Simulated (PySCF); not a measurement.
Computed properties of C₃H₄O₂Si, SMILES O=C1[SiH2]C(=O)C1

C3H4O2Si, SMILES O=C1CC(=O)[SiH2]1. The structure is a stationary point at B3LYP-D3(BJ)/def2-SVP. The structure was generated by enumeration, and PubChem lists no compound with its InChIKey, so it may never have been made. One conformer was computed; it need not be the lowest. All values are computed for the isolated molecule unless a solvent is named; none is compared with measurement here.

**Structure.** The optimised structure has C2v symmetry. All 24 harmonic modes at B3LYP-D3(BJ)/def2-SVP (PySCF) are real, so it is a minimum. With heavy atoms numbered as in [O:1]=[C:2]1[CH2:3][C:4](=[O:5])[SiH2:6]1, the shortest bond between them is C4–O5 at 1.199 Å and the longest C4–Si6 at 1.977 Å.

**Vibrations.** The strongest infrared lines (harmonic, unscaled, degenerate partners summed) lie at 1831 cm⁻¹ (408 km/mol, C 59 %, O 41 %), 911 cm⁻¹ (115 km/mol, H 93 %), 708 cm⁻¹ (110 km/mol, H 68 %, Si 20 %). The softest mode is at 62 cm⁻¹ and the zero-point energy is 37.5 kcal/mol.

**Electronic structure.** B3LYP/def2-TZVP (PySCF) places the frontier levels at -6.56 and -2.77 eV, a gap of 3.79 eV, and gives a dipole moment of 0.67 D and a mean polarisability of 66.5 bohr³. PBE/def2-TZVP (PySCF) at the same geometry gives -5.42 and -3.54 eV, so its gap is 1.91 eV narrower. An orbital gap is neither the optical nor the fundamental gap.

**Excitations.** TDDFT-B3LYP/def2-SVPD (PySCF) has S1 at 2.45 eV (506 nm, f = 0.000, dark); the most intense of the 10 singlets computed lies at 5.12 eV (f = 0.07). T1 (TDA) is at 2.06 eV. TDDFT-PBE/def2-SVPD (PySCF) puts S1 at 2.02 eV.

**NMR.** GIAO shifts at KT2/pcSseg-1 (PySCF) (non-relativistic, atoms alike by connectivity averaged): ¹³C from 92.1 to 220.2 ppm against TMS; ¹H from 4.5 to 5.8 ppm against TMS; ²⁹Si at -37.8 ppm against TMS.

**Solvation.** SMD-ωB97X/6-31G* (PySCF) gives -4.4 kcal/mol in water, -4.9 kcal/mol in toluene, -7.6 kcal/mol in N,N-dimethylformamide (1 M in both phases, gas-phase geometry); of these solvents N,N-dimethylformamide holds the molecule best.
